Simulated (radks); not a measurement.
Values are calculated unless marked as measured or tabulated.
Q: These are the eigenvalues of the occupied orbitals of an atom or ion with whole-number occupations (Ry). Level of theory: scalar-relativistic Kohn-Sham, LDA (Slater exchange, Perdew-Zunger correlation), spin-unpolarised, spherical densities, point nucleus (a radial shooting solver on a logarithmic mesh with Libxc functionals).

1s: -44.94512
2p: -6.37526

Which element is it, and in what charge state? The configuration may be excited.

A: Z = 8, oxygen, charge +4: O4+ in [He] 2p2. The 1s level, -22.473 hartree, gives Z - s = 6.7 by -(Z - s)^2/2, which with screening and relativity narrows Z to a few neighbours, and the depths must fix Z and the occupations together.
